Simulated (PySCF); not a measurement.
A series of derivatives of O=C(O)[SiH2]F

Parent skeleton `[O:1]=[C:2]([OH:3])[SiH2:4][F:5]`; one hydrogen on atom 3 is replaced by X. Hydrogens on one atom are averaged.

Computed data (PySCF): geometry from GFN2-xTB, NMR shieldings at PBE0/pcSseg-1/GIAO. A single conformation, averaged over atoms made equivalent by symmetry, fast rotation or ring inversion, in vacuum, non-relativistic.

Chemical shifts δ = σref − σ; H2O for ¹⁷O; ¹³C, ²⁹Si, ¹H against TMS; CFCl3 for ¹⁹F, all at this level.

Question: Give δ (ppm) for X = CH2CF3, allyl, vinyl, tBu, iPr, C2H5, cPr, CH3, nPr.

Answer: 
```csv
X,SMILES,O1,C2,O3,Si4,F5,H(Si4)
CH2CF3,O=C(OCC(F)(F)F)[SiH2]F,501.0,182.7,218.4,-16.6,-229.9,5.21
allyl,C=CCOC(=O)[SiH2]F,512.2,183.6,245.7,-18.4,-229.0,5.08
vinyl,C=COC(=O)[SiH2]F,504.2,181.4,291.1,-28.3,-222.0,5.05
tBu,CC(C)(C)OC(=O)[SiH2]F,512.9,184.7,280.5,-17.7,-231.4,5.05
iPr,CC(C)OC(=O)[SiH2]F,506.1,184.4,274.6,-22.1,-226.6,5.05
C2H5,CCOC(=O)[SiH2]F,492.4,182.2,248.2,-14.4,-234.3,5.15
cPr,O=C(OC1CC1)[SiH2]F,495.5,185.3,256.7,-29.8,-221.7,4.97
CH3,COC(=O)[SiH2]F,516.2,185.4,223.2,-21.2,-226.5,5.06
nPr,CCCOC(=O)[SiH2]F,506.9,183.5,242.7,-13.7,-235.3,5.18
```

Question: Which position responds most, and to which substituents?

Answer: O3: from 218.4 ppm with CH2CF3 to 291.1 ppm with vinyl.

Unscaled 19F shifts against computed CFCl3 carry errors that often reach 10 to 50 ppm. Unscaled 17O shifts of doubly bonded oxygen tend to come out too high, by tens of ppm or more. Experimental scales use liquid or dissolved standards, which lie at an offset from isolated H2O (liquid H2O: subtract about 36 ppm).
